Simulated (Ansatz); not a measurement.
Worked example: the step energy

An elementary step of BSiH5Cl2O, closed shell (BHCl₂O ([OH][B]([Cl])[Cl]) + SiH₄ → BSiH₃Cl₂ ([SiH3][B]([Cl])[Cl]) + H₂O (still joined by a long B–O bond); B–O, H–Si broken or loosened, B–Si, O–H formed or tightened). “Start” and “end” are the PBE0-D4/def2-TZVP structures reached by relaxing down either side of its saddle point, with the molecules still in contact.

Ansatz 0.2.0; basis: def2-TZVPP and def2-QZVPP; cores frozen in the correlated methods.

Energies in eV:

| quantity | end | start |
| --- | --- | --- |
| Hartree–Fock, triple zeta (X = 3) | -35661.56923 | -35663.23195 |
| Hartree–Fock, quadruple zeta (X = 4) | -35662.62220 | -35664.29808 |
| MP2 correlation, X = 3 | -23.84400 | -23.37491 |
| MP2 correlation, X = 4 | -25.93263 | -25.41375 |
| CCSD(T) correlation, X = 3 | -26.48116 | -26.03557 |

**Question.** Work out the step energy at the basis limit: extrapolate Hartree–Fock as E(X) = E∞ + A exp(−7.88 √X) and the MP2 correlation as E(X) = E∞ + B X^−2.97 (the exponents that Neese and Valeev fitted for def2-TZVPP and QZVPP), then add CCSD(T) − MP2 in triple zeta.

**Answer.** Each step is linear, so take the differences first (end − start): Hartree–Fock 1.66272 (X = 3) and 1.67588 (X = 4); MP2 correlation -0.46909 and -0.51888; CCSD(T) correlation -0.44559.
Two points give E∞ = E(4) + w [E(4) − E(3)], with w = 1/(exp(7.88 (2 − √3)) − 1) = 0.1377 for Hartree–Fock and w = 1/((4/3)^2.97 − 1) = 0.7407 for the correlation.
Hartree–Fock: 1.67588 + 0.1377 × 0.01316 = 1.6777 eV.
MP2 correlation: -0.51888 + 0.7407 × (-0.04979) = -0.5558 eV.
CCSD(T) − MP2: -0.44559 − (-0.46909) = 0.0235 eV.
Sum: 1.6777 + (-0.5558) + 0.0235 = 1.1454 eV, or 26.41 kcal/mol. Plain CCSD(T) in triple zeta gives 1.2171 eV, so the larger basis shifts the result by -0.0717 eV.

No T1 diagnostic of these runs exceeds 0.012.

Labels in which every atom is bracketed show which atoms are joined, not bond orders.

For scale, one of the runs: CCSD(T)/def2-TZVPP, 258 basis functions, launched by `ansatz run in.yaml --threads 8 --pin off --events-out ev --progress --plain --max-ram 19148MiB`. The run took 26 s on 8 CPU threads of an AMD EPYC 9R45 (shared host), with 5.6 GiB of host memory at its peak.
